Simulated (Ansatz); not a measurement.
Calculated with Ansatz (gas phase, PBE0-D4/def2-TZVP geometries, no zero-point term in ΔE). CBS: MP2 limit from def2 TZ/QZ plus the TZ coupled-cluster correction, frozen cores. This one scheme is used for every species. DFT in def2-TZVPP. For K outer-core shells are correlated without core-valence functions, which leaves a few kJ/mol of doubt a bond. Scalar relativity is left out up to krypton.

`[CH3][AlH2]` + `[OH][K]` → `C[O][K]` + `[AlH3]`  (substitution at a C–Al bond)

Question: Is it downhill or uphill in electronic energy at CCSD(T)/CBS, and by how much? (An estimate is asked.)

Answer: Computed: Uphill: ΔE = +100.9 kJ/mol.

Question: What do these levels give: LDA (SPW92), PBE-D4, BHLYP-D4, ωB97M-V, PBE-QIDH, r2SCAN, CAM-B3LYP, LC-ωPBE, HF/def2-SVP, MP2/def2-SVP, CCSD(T)/def2-TZVPP, HF/CBS(def2)? (An estimate is asked.)

Answer: Computed: LDA (SPW92) 90.8, PBE-D4 90.9, BHLYP-D4 87.1, ωB97M-V 94.9, PBE-QIDH 94.4, r2SCAN 94.4, CAM-B3LYP 88.6, LC-ωPBE 94.9, HF/def2-SVP 48.9, MP2/def2-SVP 63.7, CCSD(T)/def2-TZVPP 91.6, HF/CBS(def2) 77.2 kJ/mol.

Largest T1 diagnostic among the species: 0.012.

In def2-TZVPP, CCSD(T) changes the Hartree–Fock value by +16.2 kJ/mol (the triples alone add +0.8 kJ/mol) and MP2 by +25.4 kJ/mol. At CCSD(T), def2-SVP lies −46.2 kJ/mol from the extrapolated value and def2-TZVPP −9.3 kJ/mol. Leaving LDA and LC-ωPBE aside and taking each functional with its dispersion term where it has one, the values, not all of them listed here, spread over 12.7 kJ/mol, from B97M-V to ωB97M-V.
